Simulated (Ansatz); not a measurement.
Two members of one family (Oligo(p-phenylene)), computed with Ansatz in the gas phase. Binding counts from free atoms in the multiplicity of their measured ground term, without zero-point energy. Sets without diffuse functions give affinities that are too small. A dash marks a value that wasn't run or was left out as unsound. The structures are stationary points that may keep the symmetry of their start. Remarks come from the PBE and PBE0 runs and from stability tests at other levels; not every state was tested. A HOMO above zero means that the electron is unbound at that level and held by the basis, or that self-interaction error raises the level; the energy of removing that electron tells which.

First: c1ccc(-c2ccc(-c3ccc(-c4ccccc4)cc3)cc2)cc1 (singlet, charge 0, r2SCAN-D4/def2-SVP geometry).

```tsv
atom	x (Å)	y (Å)	z (Å)
C1	-7.3244	2.9344	0.3166
C2	-6.7043	2.7171	-0.9192
C3	-5.4099	2.1981	-0.9752
C4	-4.7038	1.8848	0.2035
C5	-3.3314	1.3345	0.1442
C6	-2.9411	0.4546	-0.8837
C7	-1.6496	-0.0633	-0.9388
C8	-0.6857	0.2749	0.0296
C9	0.6857	-0.2749	-0.0297
C10	1.7956	0.4872	0.3839
C11	3.0872	-0.0304	0.3268
C12	3.3313	-1.3347	-0.1433
C13	4.7037	-1.8849	-0.2025
C14	5.8013	-1.0597	-0.5180
C15	7.0957	-1.5785	-0.5750
C16	7.3243	-2.9345	-0.3157
C17	6.2446	-3.7659	-0.0007
C18	4.9500	-3.2478	0.0542
C19	2.2214	-2.0970	-0.5558
C20	0.9300	-1.5790	-0.5017
C21	-1.0757	1.1559	1.0567
C22	-2.3680	1.6717	1.1135
C23	-5.3415	2.1093	1.4389
C24	-6.6362	2.6273	1.4948
H25	-8.3390	3.3412	0.3599
H26	-7.2298	2.9623	-1.8472
H27	-4.9248	2.0587	-1.9462
H28	-3.6702	0.1594	-1.6439
H29	-1.3768	-0.7314	-1.7615
H30	1.6451	1.5103	0.7391
H31	3.9257	0.5830	0.6710
H32	5.6319	-0.0037	-0.7503
H33	7.9320	-0.9209	-0.8311
H34	8.3389	-3.3413	-0.3600
H35	6.4127	-4.8262	0.2118
H36	4.1170	-3.9017	0.3290
H37	2.3766	-3.1076	-0.9437
H38	0.0890	-2.2045	-0.8142
H39	-0.3573	1.4256	1.8354
H40	-2.6317	2.3662	1.9155
H41	-4.8232	1.8464	2.3664
H42	-7.1151	2.7848	2.4663
```

```csv
level,HOMO (eV),LUMO (eV),gap (eV),vertical IE (eV),vertical EA (eV),vertical triplet (eV),binding per atom (eV)
PBE-D4/def2-SVP,-5.24,-2.17,3.06,–,–,–,5.59
PBE-D4/def2-TZVP,-5.28,-2.26,3.02,6.97,0.72,2.82,5.51
r2SCAN-D4/def2-TZVP,-5.39,-2.15,3.24,–,–,–,5.33
PBE0-D4/def2-SVP,-6.08,-1.45,4.62,–,–,–,5.48
PBE0-D4/def2-TZVP,-6.07,-1.52,4.56,7.24,0.47,3.18,5.39
```

Remarks: HOMO above zero (-1 doublet).

Second: c1ccc(-c2ccc(-c3ccc(-c4ccc(-c5ccccc5)cc4)cc3)cc2)cc1 (singlet, charge 0, r2SCAN-D4/def2-SVP geometry).

Cartesian coordinates in Å:
```
C 7.190 -6.845 1.641
C 7.287 -5.570 2.208
C 6.289 -4.620 1.981
C 5.170 -4.923 1.181
C 4.114 -3.916 0.939
C 3.443 -3.844 -0.297
C 2.450 -2.896 -0.525
C 2.075 -1.976 0.473
C 1.019 -0.971 0.233
C 0.157 -0.555 1.266
C -0.839 0.392 1.039
C -1.020 0.971 -0.233
C -2.075 1.975 -0.473
C -2.732 2.062 -1.717
C -3.727 3.010 -1.944
C -4.114 3.916 -0.939
C -5.171 4.923 -1.181
C -5.311 5.537 -2.441
C -6.309 6.486 -2.668
C -7.189 6.844 -1.641
C -7.061 6.244 -0.384
C -6.064 5.294 -0.156
C -3.458 3.831 0.304
C -2.463 2.884 0.532
C -0.156 0.555 -1.266
C 0.837 -0.392 -1.039
C 2.744 -2.050 1.710
C 3.740 -2.996 1.936
C 5.088 -6.211 0.616
C 6.085 -7.160 0.844
H 7.971 -7.589 1.819
H 8.152 -5.308 2.825
H 6.390 -3.618 2.407
H 3.719 -4.533 -1.101
H 1.939 -2.878 -1.492
H 0.243 -1.012 2.256
H -1.516 0.662 1.853
H -2.484 1.347 -2.507
H -4.242 3.025 -2.909
H -4.611 5.284 -3.242
H -6.393 6.958 -3.652
H -7.969 7.589 -1.819
H -7.751 6.509 0.423
H -5.990 4.810 0.822
H -3.708 4.545 1.095
H -1.946 2.870 1.496
H -0.243 1.013 -2.255
H 1.514 -0.663 -1.854
H 2.491 -1.340 2.503
H 4.229 -3.035 2.915
H 4.213 -6.479 0.014
H 5.993 -8.158 0.404
```

Problem. Estimate how these quantities change from the first to the second (second minus first).

Solution. 
```csv
level,Δ HOMO (eV),Δ LUMO (eV),Δ gap (eV),Δ vertical IE (eV),Δ vertical EA (eV),Δ vertical triplet (eV),Δ binding per atom (eV)
PBE-D4/def2-SVP,0.06,-0.11,-0.18,–,–,–,0.03
PBE-D4/def2-TZVP,0.06,-0.11,-0.17,-0.24,0.27,-0.14,0.03
r2SCAN-D4/def2-TZVP,0.07,-0.12,-0.19,–,–,–,0.03
PBE0-D4/def2-SVP,0.08,-0.13,-0.21,–,–,–,0.03
PBE0-D4/def2-TZVP,0.08,-0.13,-0.21,-0.19,0.23,-0.10,0.03
```

Remarks: HOMO above zero (-1 doublet).
